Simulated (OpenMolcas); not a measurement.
**Exact exchange and the vertical energy of the quartet above the doublet of SiHCl2O2**

The species is SiHCl2O2 (6 atoms), meant as a doublet with charge 0. As SMILES, `[O][Si](O)(Cl)Cl`. The coordinates come from a PBE0-D4/def2-TZVP relaxation. This is one conformer, not always the lowest.

The vertical energy of the quartet above the doublet y, in eV, basis cc-pVDZ; a is the functional's share of exact exchange. Programs: OpenMolcas 26.06.

| functional | program | a | y (eV) |
| --- | --- | --- | --- |
| UPBE | OpenMolcas | 0 | 6.91 |
| UTPSS | OpenMolcas | 0 | 7.18 |
| UB3LYP | OpenMolcas | 0.2 | 7.68 |
| UPBE0 | OpenMolcas | 0.25 | ? |
| UBHLYP | OpenMolcas | 0.5 | 8.58 |

**Question.** Fit y = c + s·a to the known rows and predict UPBE0.

**Answer.** 
1. Means of the 4 rows: a = 0.1750, y = 7.588.
2. Σ(Δa)² = 0.1675, Σ(Δa·Δy) = 0.51475, so the slope is 0.51475/0.1675 = 3.0731.
3. Intercept: 7.588 − (3.0731) × 0.1750 = 7.050. The largest residual of the fit is 0.14.
4. UPBE0: 7.050 + (3.0731) × 0.25 = 7.82 eV.

The run gave 7.92 eV, so the prediction is off by -0.10 eV, within the largest residual. The rows mix families of semi-local functionals, which the line can't see.
